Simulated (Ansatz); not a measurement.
A run for Ansatz (a first-principles code): R-SVWN5/def2-TZVPP on CH4O2Sn (SMILES C[O][Sn][OH]), a point of a torsion scan. Elements past Kr take the def2 small-core potentials; no spin–orbit coupling.

Ansatz 0.2 input:
```yaml
crystal:
  periodic: [false, false, false]
  atoms:
    - {symbol: C, position_ang: [-1.52783573, 0.11349217, -0.39494773]}
    - {symbol: O, position_ang: [-0.40471533, 0.24384205, 0.43472644]}
    - {symbol: Sn, position_ang: [1.26031114, 0.28928239, 1.58581874]}
    - {symbol: O, position_ang: [2.97250692, 0.11082595, 0.55324277]}
    - {symbol: H, position_ang: [-2.14181788, 1.01618812, -0.33273702]}
    - {symbol: H, position_ang: [-2.12980051, -0.74338231, -0.08153136]}
    - {symbol: H, position_ang: [-1.22475158, -0.03267376, -1.43476531]}
    - {symbol: H, position_ang: [3.62647725, 0.00198245, -0.13376136]}
basis:
  gaussian:
    orbitals: def2-TZVPP
hamiltonian:
  xc: {name: SVWN5}
scf: {lower_state_search: off}
```

The head of its log:

```
WARN ansatz: RAYON_NUM_THREADS=1 ignored (pool sized by the plan → 1); use --threads N
Functional definition: SVWN5
these checks for a lower state are left out or cut short: stability, starts, cluster_reference, orbital_swaps, neighbouring_geometries, increment
integrals: 0.10 GiB planned
1106 factors; their error is unknown
mean field: 0.70 GiB planned
mean field evaluation 1: about -10963.2073 eV, gradient 1.0e2 eV
mean field evaluation 2: about -10771.3830 eV, gradient 2.7e2 eV
```

Give the final energy of this run.

-403.5959 hartree.
